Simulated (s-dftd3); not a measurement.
C2H7O, charge +1, singlet, geometry from GFN2-xTB; D3(bj) for pbe in s-dftd3.

Here is a job for s-dftd3.
```
$ s-dftd3 mol.xyz --bj pbe --json dftd3.json --noedisp --grad

# file mol.xyz
10

C      1.19583758     0.44969545     0.01635498
C      0.11244085    -0.58985777    -0.10810486
O     -1.23887289     0.00688410     0.06505552
H      2.16079891    -0.03208078    -0.11694929
H      1.10785954     1.21818296    -0.74879306
H      1.19800139     0.91487790     0.99990230
H      0.18900047    -1.36284552     0.65772566
H      0.09877132    -1.05924675    -1.09266312
H     -1.38731690     0.69064509    -0.62525076
H     -1.30580219     0.41636824     0.95608340
```

### Question
Predict the main parts of the log of this s-dftd3 run.

### Answer

```
-----------------------------------
 s i m p l e   D F T - D 3  v1.4.0
-----------------------------------

Rational (Becke-Johnson) damping: pbe-D3(BJ)
---------------------
  s6         1.0000
  s8         0.7875
  s9         0.0000
  a1         0.4289
  a2         4.4407
 alp        14.0000
--------------------

Dispersion energy:      -5.1056120279307E-03 Eh

Gradient norm:           3.4280839419510E-04 Eh/a0
--------------------------------------------------
     #    Z           dE/dx      dE/dy      dE/dz
--------------------------------------------------
     1    6 C     1.071E-04  2.697E-05 -8.406E-07
     2    6 C    -1.474E-05 -3.776E-05 -5.790E-06
     3    8 O    -1.280E-04 -1.220E-05  4.482E-06
     4    1 H     1.049E-04  1.244E-05 -3.250E-06
     5    1 H     8.461E-05  7.195E-05 -3.774E-05
     6    1 H     8.919E-05  5.654E-05  5.107E-05
     7    1 H    -5.752E-06 -8.983E-05  2.945E-05
     8    1 H    -1.022E-05 -7.480E-05 -5.718E-05
     9    1 H    -1.156E-04  3.038E-05 -3.070E-05
    10    1 H    -1.114E-04  1.630E-05  5.051E-05
--------------------------------------------------

Virial:
--------------------------------------------------
      component           x          y          z
--------------------------------------------------
          x       1.920E-03  2.450E-04 -3.458E-05
          y       2.450E-04  7.610E-04  4.569E-05
          z      -3.458E-05  4.569E-05  4.345E-04
--------------------------------------------------

[Info] JSON dump of results written to 'dftd3.json'
```
